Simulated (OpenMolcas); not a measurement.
# Cu3+: input and output

Input:

```
&GATEWAY
Coord
1

Cu 0.0 0.0 0.0
Basis=ANO-R2
Group=XYZ
NoMove
AngMom=0.0 0.0 0.0
AMFI
&SEWARD
* reference wave functions (RASSCF and RASSI steps not shown): 8 electrons in 5 orbitals (3d)
>>> COPY JOB001 $Project.JobIph
&CASPT2
Multistate=10 1 2 3 4 5 6 7 8 9 10
Frozen=2 3
IPEA=0.25
Imaginary=0.1
MaxIter=60
WThr=0.0 0.3 0.05
PrWF=0.5
NoMix
>>> COPY JOB002 $Project.JobIph
&CASPT2
Multistate=14 1 2 3 4 5 6 7 8 9 10 11 12 13 14
Frozen=2 3
IPEA=0.25
Imaginary=0.1
MaxIter=60
WThr=0.0 0.3 0.05
PrWF=0.5
NoMix
```

Launched by
```bash
OMP_NUM_THREADS=1 MOLCAS_MEM=2252 MOLCAS_PROJECT=a pymolcas a.inp > a.log  # once for each step of the input, in one work folder
```

Output, cut to the results:

```
--- CASPT2 ---
Orbital specifications:
      -----------------------

      Symmetry species                           1   2
                                                ag  au
      Frozen orbitals                            2   3
      Inactive orbitals                          1   3
      Active orbitals                            5   0
      Secondary orbitals                        27  20
      Deleted orbitals                           0   0
      Number of basis functions                 35  26
Type of calculation                        MS-CASPT2
      Fock operator                              state-specific
      IPEA shift                                 0.25
      Real shift                                 0.00
      Imaginary shift                            0.10
      The input orbitals will be transformed to quasi-canonical
Reference energy:       -1651.0555801173
      E2 (Non-variational):      -0.6079617553
      Shift correction:          -0.0000622056
      E2 (Variational):          -0.6080239609
      Total energy:           -1651.6636040782
      Residual norm:              0.0000000530
      Reference weight:           0.94992
      Contributions to the CASPT2 correlation energy
      Active & Virtual Only:         -0.2590609849
      One Inactive Excited:          -0.2672564397
      Two Inactive Excited:          -0.0816443307
Reference energy:       -1651.0555801173
      E2 (Non-variational):      -0.6050540482
      Shift correction:          -0.0000603240
      E2 (Variational):          -0.6051143723
      Total energy:           -1651.6606944895
      Residual norm:              0.0000000589
      Reference weight:           0.95061
      Contributions to the CASPT2 correlation energy
      Active & Virtual Only:         -0.2573330180
      One Inactive Excited:          -0.2662310119
      Two Inactive Excited:          -0.0814900183
::    CASPT2 Root  1     Total energy:  -1651.66360408
::    CASPT2 Root  2     Total energy:  -1651.66069449
::    CASPT2 Root  3     Total energy:  -1651.66213568
::    CASPT2 Root  4     Total energy:  -1651.66398933
::    CASPT2 Root  5     Total energy:  -1651.66224102
::    CASPT2 Root  6     Total energy:  -1651.66402654
::    CASPT2 Root  7     Total energy:  -1651.66068486
::    CASPT2 Root  8     Total energy:  -1651.57851672
::    CASPT2 Root  9     Total energy:  -1651.57851671
::    CASPT2 Root 10     Total energy:  -1651.57851673
::    MS-CASPT2 Root  1     Total energy:  -1651.66423567
::    MS-CASPT2 Root  2     Total energy:  -1651.66398895
::    MS-CASPT2 Root  3     Total energy:  -1651.66366442
::    MS-CASPT2 Root  4     Total energy:  -1651.66244099
::    MS-CASPT2 Root  5     Total energy:  -1651.66179841
::    MS-CASPT2 Root  6     Total energy:  -1651.66075378
::    MS-CASPT2 Root  7     Total energy:  -1651.66051188
::    MS-CASPT2 Root  8     Total energy:  -1651.57851452
::    MS-CASPT2 Root  9     Total energy:  -1651.57851053
::    MS-CASPT2 Root 10     Total energy:  -1651.57850701
--- CASPT2 ---
Orbital specifications:
      -----------------------

      Symmetry species                           1   2
                                                ag  au
      Frozen orbitals                            2   3
      Inactive orbitals                          1   3
      Active orbitals                            5   0
      Secondary orbitals                        27  20
      Deleted orbitals                           0   0
      Number of basis functions                 35  26
Type of calculation                        MS-CASPT2
      Fock operator                              state-specific
      IPEA shift                                 0.25
      Real shift                                 0.00
      Imaginary shift                            0.10
      The input orbitals will be transformed to quasi-canonical
Reference energy:       -1650.9709752354
      E2 (Non-variational):      -0.6249413236
      Shift correction:          -0.0000662691
      E2 (Variational):          -0.6250075926
      Total energy:           -1651.5959828280
      Residual norm:              0.0000000255
      Reference weight:           0.94738
      Contributions to the CASPT2 correlation energy
      Active & Virtual Only:         -0.2670503866
      One Inactive Excited:          -0.2677457604
      Two Inactive Excited:          -0.0901451766
Reference energy:       -1650.9709752354
      E2 (Non-variational):      -0.6249320623
      Shift correction:          -0.0000662409
      E2 (Variational):          -0.6249983033
      Total energy:           -1651.5959735386
      Residual norm:              0.0000000242
      Reference weight:           0.94739
      Contributions to the CASPT2 correlation energy
      Active & Virtual Only:         -0.2670144185
      One Inactive Excited:          -0.2677722126
      Two Inactive Excited:          -0.0901454312
::    CASPT2 Root  1     Total energy:  -1651.59598283
::    CASPT2 Root  2     Total energy:  -1651.59597354
::    CASPT2 Root  3     Total energy:  -1651.59599087
::    CASPT2 Root  4     Total energy:  -1651.59599074
::    CASPT2 Root  5     Total energy:  -1651.59595417
::    CASPT2 Root  6     Total energy:  -1651.54709814
::    CASPT2 Root  7     Total energy:  -1651.54588917
::    CASPT2 Root  8     Total energy:  -1651.54774042
::    CASPT2 Root  9     Total energy:  -1651.54613775
::    CASPT2 Root 10     Total energy:  -1651.54638209
::    CASPT2 Root 11     Total energy:  -1651.54461851
::    CASPT2 Root 12     Total energy:  -1651.54649960
::    CASPT2 Root 13     Total energy:  -1651.54352698
::    CASPT2 Root 14     Total energy:  -1651.54565303
::    MS-CASPT2 Root  1     Total energy:  -1651.59602539
::    MS-CASPT2 Root  2     Total energy:  -1651.59601187
::    MS-CASPT2 Root  3     Total energy:  -1651.59598151
::    MS-CASPT2 Root  4     Total energy:  -1651.59596790
::    MS-CASPT2 Root  5     Total energy:  -1651.59596134
...
```

Levels above the lowest, from the spin-orbit matrix with the single-state CASPT2 energies, averaged by term, on its diagonal:

| Configuration | Term | J | E (cm-1) | Measured (cm-1) | g | Term weight % |
| --- | --- | --- | --- | --- | --- | --- |
| 3d8 | 3F | 4 | 0.0 | 0.0 | 1.250 | 100 |
| 3d8 | 3F | 3 | 1841 | 1861 | 1.084 | 100 |
| 3d8 | 3F | 2 | 3050 | 3078 | 0.670 | 99 |
| 3d8 | 1D | 2 | 15680 | 16248 | 1.052 | 88 |
| 3d8 | 3P | 2 | 19830 | 19697 | 1.445 | 89 |
| 3d8 | 3P | 1 | 20270 | 20097 | 1.501 | 100 |
| 3d8 | 3P | 0 | 20720 | 20423 |  | 100 |
| 3d8 | 1G | 4 | 26990 | 26913 | 1.000 | 100 |

Against the 7 measured excited levels shown (Sugar and Musgrove, J. Phys. Chem. Ref. Data 19, 527 (1990)) the mean absolute deviation is 190 cm-1; the largest miss in energy is 3d8 1D2: computed 15680, measured 16248 cm-1 (-3.5 %).

CASPT2 does not keep the components of a term degenerate, so their means are used; among the terms shown or strongly mixed into the levels shown the widest spread is 920 cm-1 (3d8 1G). Some high roots are left out of the spin-orbit mixing, which shifts the levels that they would mix with. Computed and measured levels are paired by configuration, term and J; levels that our copy of the source lacks, or whose pairing is in doubt (as where it misses far off the trend of its configuration), stay unpaired and out of the deviations. Only configurations of the active space appear. The first state left out of the spin-orbit step lies near 72000 cm-1 above the lowest spin-free state of the reference (among the parities and spins computed), and the list stops at four fifths of that energy or lower.

The term weight is that of the spin-free term in the level, not the purity of its configuration.
